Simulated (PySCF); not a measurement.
# Spinor energies of Pt⁺ (platinum, charge +1)

Start: [Xe] 4f14 5d9; 5d3/2 filled at m_j = -3/2, -1/2, +1/2, +3/2; 5d5/2 filled at m_j = -3/2, -1/2, +1/2, +3/2, +5/2. Calculated with PySCF 2.14 in x2c-TZVPall-2c with one added diffuse shell each of s, p, d type (12s12p11d2f, 117 functions): generalised Hartree-Fock with the X2C-1e Hamiltonian and a Gaussian nucleus; one run each with spin-orbit coupling (SO) switched off, then screened by Boettger's factors.

```json
{"spinor shell": "1s1/2", "electrons": "2", "ε, spin-free (eV)": "-78840.2", "ε, screened SO (eV)": "-78811.4", "weight of nominal j (screened SO)": "1.000", "rms radius, screened SO (bohr)": "0.0194"}
{"spinor shell": "2s1/2", "electrons": "2", "ε, spin-free (eV)": "-14007.3", "ε, screened SO (eV)": "-13998.4", "weight of nominal j (screened SO)": "1.000", "rms radius, screened SO (bohr)": "0.0782"}
{"spinor shell": "2p1/2", "electrons": "2", "ε, spin-free (eV)": "-12150.7", "ε, screened SO (eV)": "-13394.0", "weight of nominal j (screened SO)": "1.000", "rms radius, screened SO (bohr)": "0.0663"}
{"spinor shell": "3s1/2", "electrons": "2", "ε, spin-free (eV)": "-3364.0", "ε, screened SO (eV)": "-3361.2", "weight of nominal j (screened SO)": "1.000", "rms radius, screened SO (bohr)": "0.200"}
{"spinor shell": "3p1/2", "electrons": "2", "ε, spin-free (eV)": "-2814.6", "ε, screened SO (eV)": "-3090.7", "weight of nominal j (screened SO)": "1.000", "rms radius, screened SO (bohr)": "0.191"}
{"spinor shell": "3p3/2", "electrons": "4", "ε, spin-free (eV)": "-2814.6", "ε, screened SO (eV)": "-2703.5", "weight of nominal j (screened SO)": "1.000", "rms radius, screened SO (bohr)": "0.207"}
{"spinor shell": "3d3/2", "electrons": "4", "ε, spin-free (eV)": "-2209.8", "ε, screened SO (eV)": "-2258.4", "weight of nominal j (screened SO)": "1.000", "rms radius, screened SO (bohr)": "0.182"}
{"spinor shell": "3d5/2", "electrons": "6", "ε, spin-free (eV)": "-2209.8", "ε, screened SO (eV)": "-2175.3", "weight of nominal j (screened SO)": "1.000", "rms radius, screened SO (bohr)": "0.186"}
{"spinor shell": "4s1/2", "electrons": "2", "ε, spin-free (eV)": "-765.24", "ε, screened SO (eV)": "-764.54", "weight of nominal j (screened SO)": "1.000", "rms radius, screened SO (bohr)": "0.441"}
{"spinor shell": "4p1/2", "electrons": "2", "ε, spin-free (eV)": "-581.99", "ε, screened SO (eV)": "-648.69", "weight of nominal j (screened SO)": "1.000", "rms radius, screened SO (bohr)": "0.447"}
{"spinor shell": "4p3/2", "electrons": "4", "ε, spin-free (eV)": "-581.99", "ε, screened SO (eV)": "-555.22", "weight of nominal j (screened SO)": "1.000", "rms radius, screened SO (bohr)": "0.480"}
{"spinor shell": "4d3/2", "electrons": "4", "ε, spin-free (eV)": "-354.53", "ε, screened SO (eV)": "-365.18", "weight of nominal j (screened SO)": "1.000", "rms radius, screened SO (bohr)": "0.496"}
{"spinor shell": "4d5/2", "electrons": "6", "ε, spin-free (eV)": "-354.53", "ε, screened SO (eV)": "-347.12", "weight of nominal j (screened SO)": "1.000", "rms radius, screened SO (bohr)": "0.507"}
{"spinor shell": "5s1/2", "electrons": "2", "ε, spin-free (eV)": "-128.35", "ε, screened SO (eV)": "-128.45", "weight of nominal j (screened SO)": "1.000", "rms radius, screened SO (bohr)": "1.03"}
{"spinor shell": "4f5/2", "electrons": "6", "ε, spin-free (eV)": "-99.789", "ε, screened SO (eV)": "-101.62", "weight of nominal j (screened SO)": "0.999", "rms radius, screened SO (bohr)": "0.564"}
{"spinor shell": "4f7/2", "electrons": "8", "ε, spin-free (eV)": "-99.789", "ε, screened SO (eV)": "-98.106", "weight of nominal j (screened SO)": "0.999", "rms radius, screened SO (bohr)": "0.566"}
{"spinor shell": "5p1/2", "electrons": "2", "ε, spin-free (eV)": "-78.050", "ε, screened SO (eV)": "-89.966", "weight of nominal j (screened SO)": "0.999", "rms radius, screened SO (bohr)": "1.12"}
{"spinor shell": "5p3/2", "electrons": "4", "ε, spin-free (eV)": "-78.050", "ε, screened SO (eV)": "-73.488", "weight of nominal j (screened SO)": "0.999", "rms radius, screened SO (bohr)": "1.22"}
{"spinor shell": "5d3/2", "electrons": "4", "ε, spin-free (eV)": "-19.782", "ε, screened SO (eV)": "-21.087", "weight of nominal j (screened SO)": "0.967", "rms radius, screened SO (bohr)": "1.71"}
{"spinor shell": "5d5/2", "electrons": "5", "ε, spin-free (eV)": "-19.782", "ε, screened SO (eV)": "-19.166", "weight of nominal j (screened SO)": "0.943", "rms radius, screened SO (bohr)": "1.84"}
```

Question: Where does 2p3/2 lie, and what is the 2p spin-orbit splitting (screened SO)?

Answer: At -11659.4 eV, 1734.6 eV above 2p1/2.

```json
{"quantity": "E (hartree)", "spin-free": "-18399.32860", "screened SO": "-18426.36549"}
{"quantity": "M_J", "spin-free": "5/2", "screened SO": "5/2"}
{"quantity": "⟨J²⟩", "spin-free": "9.374", "screened SO": "10.499"}
{"quantity": "⟨L²⟩", "spin-free": "6.479", "screened SO": "7.063"}
{"quantity": "⟨S²⟩", "spin-free": "0.894", "screened SO": "1.232"}
```

The determinant has a definite M_J but mixes levels of different J.

Each row is a mean over spinors that exchange with the open shell spreads, by up to 4.222 eV (5p3/2).

Breit and QED terms are absent; they matter most for the inner s and p1/2 levels.

Densities and radii are taken from the X2C orbitals without a picture-change correction, which distorts them close to the nucleus.

Without spin-orbit coupling the j labels of p, d and f shells carry no meaning; the spin-free column gives the mean over the occupied spinors of each nl shell, and its ⟨J²⟩ belongs to a mixture of degenerate components.
